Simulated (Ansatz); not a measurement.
CH$_{6}$ClGaGe, SMILES `[Cl][GaH][CH2][GeH3]`. Charge 0, multiplicity 1. Geometry: relaxed with PBE0-D4/def2-TZVP. It is one conformer, not always the lowest.

```xyz
10

Cl   -0.694   -3.026    0.590
Ga   -1.419   -0.998    0.446
C    -0.392    0.151   -0.743
Ge    1.239    0.853    0.092
H    -2.657   -0.681    1.337
H    -0.090   -0.426   -1.619
H    -1.001    0.998   -1.068
H     2.171   -0.307    0.477
H     0.875    1.639    1.366
H     1.969    1.797   -0.878
```

What is the dipole moment at B3LYP/def2-TZVPP? (Best estimate.)

Ansatz gave: 2.45 D, with components (-0.58, 2.17, -0.96) D in this frame, pointing from negative to positive charge.

And with PBE, r2SCAN, ωB97M-V? (Estimate.)

The calculation gave: PBE 2.36 D, r2SCAN 2.45 D, ωB97M-V 2.45 D.

Give the Mulliken charges with B3LYP, ωB97M-V, r2SCAN in def2-TZVPP. (An estimate is asked.)

Computed: 
```csv
atom,B3LYP,ωB97M-V,r2SCAN
Cl1,-0.31,-0.29,-0.31
Ga2,0.40,0.40,0.43
C3,-0.37,-0.53,-0.36
Ge4,0.10,0.06,0.11
H5,-0.04,0.00,-0.04
H6,0.12,0.15,0.11
H7,0.12,0.15,0.11
H8,0.00,0.03,0.00
H9,-0.02,0.01,-0.02
H10,-0.01,0.01,-0.02
```

B3LYP here is the variant with VWN-RPA as its local correlation; programs differ in this.
